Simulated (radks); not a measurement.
Values are calculated unless marked as measured or tabulated.
The sulfur anion S-, [Ne] 3s2 3p5, held by a Watson sphere: a shell of charge +1 at radius R that stands for the Madelung well of a crystal (potential energy -1/R inside, -1/r outside, in hartree with lengths in bohr). Code: a radial shooting solver on a logarithmic mesh with Libxc functionals. Model: non-relativistic Kohn-Sham, LB94 model potential, spin-polarised, spherical densities, point nucleus; open shells are filled with parallel spins first. Response by self-consistent Sternheimer equations with the Hartree and adiabatic LDA kernel. The sphere does not respond.

| R (bohr) | e(3s down) (eV) | e(3p up) (eV) | e(3p down) (eV) | <r> 3p (bohr) | sum of <r^2> (bohr^2) | X-ray form factor at sin(theta)/lambda = 0.1 1/angstrom | alpha (bohr^3) |
|---|---|---|---|---|---|---|---|
| 2.08 | -21.784 | -12.282 | -11.906 | 2.074 | 34.66 | 14.852 | 22.46 |
| 2.19 | -21.564 | -12.109 | -11.738 | 2.090 | 35.13 | 14.829 | 23.27 |
| 2.36 | -21.232 | -11.836 | -11.471 | 2.112 | 35.82 | 14.797 | 24.58 |
| 3.13 | -19.880 | -10.605 | -10.261 | 2.193 | 38.33 | 14.691 | 30.84 |
| 3.35 | -19.541 | -10.276 | -9.936 | 2.209 | 38.87 | 14.671 | 32.61 |
| 3.39 | -19.481 | -10.218 | -9.878 | 2.212 | 38.96 | 14.668 | 32.92 |
| 3.46 | -19.379 | -10.117 | -9.779 | 2.216 | 39.12 | 14.662 | 33.47 |
| 4.41 | -18.171 | -8.914 | -8.582 | 2.259 | 40.63 | 14.613 | 40.02 |
